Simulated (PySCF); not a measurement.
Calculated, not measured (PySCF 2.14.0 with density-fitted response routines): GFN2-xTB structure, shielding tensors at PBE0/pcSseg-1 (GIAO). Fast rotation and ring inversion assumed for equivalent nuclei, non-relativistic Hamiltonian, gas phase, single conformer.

Shifts are taken against calculated references (same method and geometry level): ¹H (σ = 31.72 ppm) and ¹³C (σ = 186.93 ppm) against TMS. Shifts are as computed. Against solution values, carbons near 30 ppm lie about +3 ppm off and those near 130 ppm about +5 ppm; carbons on Cl a further +6 ppm. Of 1211 compounds with measured shifts, 218 miss one by over three times the rms of a fit or turn the order of signals round; such compounds aren't used in these exercises. Carbons bonded to Cl come out too deshielded.

(1) Order these molecules by the shift of their most shielded carbon, lowest δ first.
A. COC(F)(CF)OC
B. C=C/C=C\N([SiH3])[SiH3]
C. CO[C@@H](F)[C@@H](F)OC

(2) How many ¹³C and ¹H signals does each give (equivalence by symmetry and fast rotation, but not about amide C–N or C=N bonds)? `C=C1C(F)=C1CCl`, `CO[C@@H](F)[C@@H](F)OC`, `COC(F)(CF)OC`, `C=C/C=C\N([SiH3])[SiH3]`

## Answers

(1) A (53.8 ppm, methyl carbon bonded to O), C (59.1 ppm, methyl carbon bonded to O), B (118.6 ppm, terminal =CH2 carbon).

(2) C=C1C(F)=C1CCl: 5 C, 3 H; CO[C@@H](F)[C@@H](F)OC: 2 C, 2 H; COC(F)(CF)OC: 3 C, 2 H; C=C/C=C\N([SiH3])[SiH3]: 4 C, 6 H.
